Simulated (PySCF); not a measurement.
# What settings do to a single point of [Pb(NH2)2]2+

The sound run of [Pb(NH2)2]2+ (singlet) uses PySCF 2.14.0, RKS TPSS, Pb def2-SVP with ECP60, N def2-SVP, H def2-SVP; non-relativistic Hamiltonian with scalar-relativistic core potentials where named; density fitting; no spin-orbit coupling, grid (50, 194), threshold 1e-8 Eh and 55 cycles, at the relaxed geometry:

```xyz
7

Pb    0.0355    0.7407    0.0132
N     0.1351   -0.2353    1.9826
H     0.6541    0.3361    2.6906
H    -0.8148   -0.4235    2.3835
N    -0.0636   -0.1630   -1.9899
H     0.8832   -0.3288   -2.4086
H    -0.5952    0.4284   -2.6713
```

There Pb1 has a Mulliken charge of 1.32 e and the dipole about the centre of mass is 0.79 D. Each run below changes one thing and starts from free metal ions and neutral atoms unless it says otherwise; with 55 cycles, smearing, a level shift and second-order steps follow where DIIS fails, and their cycles count. Energy shifts count from the sound run.

```tsv
change	outcome	cycles	energy shift (eV)	largest force component (eV/Å)	charge on Pb1 (e)	dipole about the centre of mass (D)
all coordinates × 1.12	converged	79	1.19	2.98	1.32	1.01
grid (15, 26)	converged	12	3.01	0.87	1.38	0.52
```

(1) How does the run with this change end: start from the bare core Hamiltonian, limit 89 cycles?

Unsound on purpose, so not properties of the compound: grid (15, 26).

Forces carry noise of the integration grid, about 0.01 to 0.03 eV/Å.

The relaxed state isn't the lowest spin state tried at its geometry. No frequency check is given that shows the relaxed geometry to be a minimum.

Answers

(1) outcome converged, cycles 14, energy shift (eV) 0.0000, largest force component (eV/Å) 0.02, charge on Pb1 (e) 1.32, dipole about the centre of mass (D) 0.79.
